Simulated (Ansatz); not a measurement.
# InPH4O (SMILES O[PH][InH2]): the energy to break a bond

InPH4O has 7 atoms, charge 0, and is taken as a singlet. SMILES: `O[PH][InH2]`. The shape was relaxed beforehand at PBE0/def2-SVP. This is one conformer, not always the lowest.

```csv
atom,x (Å),y (Å),z (Å)
O,-1.8517,0.1149,0.1093
P,-0.6355,-0.3855,-0.9488
In,1.3998,0.3619,0.3412
H,-2.6151,0.3712,-0.4196
H,-0.4812,-1.7521,-0.5301
H,1.2493,1.6451,1.4943
H,2.9344,-0.3554,-0.0463
```

Wanted: the dissociation energy of the H4–O1 bond into doublet H and doublet InPH3O (shapes relaxed at PBE0/def2-SVP, no zero-point term). 1 Eh = 2625.50 kJ/mol = 27.2114 eV. Totals in Eh; open shells run unrestricted unless said.

```tsv
level	program	InPH4O	doublet H	doublet InPH3O
HF/def2-TZVP (core potential)	Ansatz	-607.169558	-0.499810	-606.565793
PBE/def2-TZVP (core potential)	Ansatz	-608.905350	-0.499616	-608.286832
B3LYP/def2-TZVP (core potential)	Ansatz	-609.237788	-0.502154	-608.611073
```

Problem. Work out the dissociation energy at each level.

Solution. 
1. HF/def2-TZVP (core potential): (-0.499810) + (-606.565793) − (-607.169558) = 0.103955 Eh = 272.9 kJ/mol = 2.83 eV.
2. PBE/def2-TZVP (core potential): (-0.499616) + (-608.286832) − (-608.905350) = 0.118902 Eh = 312.2 kJ/mol = 3.24 eV.
3. B3LYP/def2-TZVP (core potential): (-0.502154) + (-608.611073) − (-609.237788) = 0.124561 Eh = 327.0 kJ/mol = 3.39 eV.

The levels span 273 to 327 kJ/mol; no measured value is set beside them. Hartree–Fock lacks the correlation of the bonding electrons, so it comes out low. A bond enthalpy at 298 K also holds the loss of zero-point energy and thermal terms.
